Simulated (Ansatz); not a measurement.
C3H6Si can be A, `C1=C[SiH2]C1`, or B, `C[SiH]1C=C1`.

Calculated with Ansatz (gas phase, PBE0-D4/def2-TZVP geometries, no zero-point term in ΔE). CCSD(T)/CBS is the MP2 limit (def2-TZVPP, def2-QZVPP) plus CCSD(T) − MP2 in def2-TZVPP, frozen cores. DFT in def2-TZVPP. B3LYP here is the variant with VWN-RPA as its local correlation; programs differ in this.

**Question.** Which isomer does CCSD(T)/CBS put lower? Give the gap. (Estimate.)

**Answer.** The calculation gave: A, by 10.1 kcal/mol.

**Question.** Give E(B) − E(A) in kcal/mol with B3LYP, PBE-D4, HF/def2-TZVPP, B2PLYP, B3LYP-D4, ωB97M-V, BLYP-D4. (Estimate.)

**Answer.** Ansatz gave: B3LYP 9.0, PBE-D4 9.3, HF/def2-TZVPP 11.1, B2PLYP 9.4, B3LYP-D4 9.4, ωB97M-V 9.3, BLYP-D4 8.8. None reverses the order clearly.

**Question.** Does the order hold for the free energy at 298.15 K (harmonic terms from PBE0-D4)? (An estimate is asked.)

**Answer.** The calculation gave: Yes: G(B) − G(A) = +9.4 kcal/mol.

Largest T1 diagnostic: 0.012.

From PBE to PBE0 (25 % exact exchange), in def2-TZVPP and without D4, E(B) − E(A) moves by +0.8 kcal/mol. Leaving LDA and LC-ωPBE aside and taking each functional with its dispersion term where it has one, the values, not all of them listed here, spread over 2.9 kcal/mol, from B97M-V to PBE-QIDH. LDA lies +1.9 kcal/mol from PBE without D4.
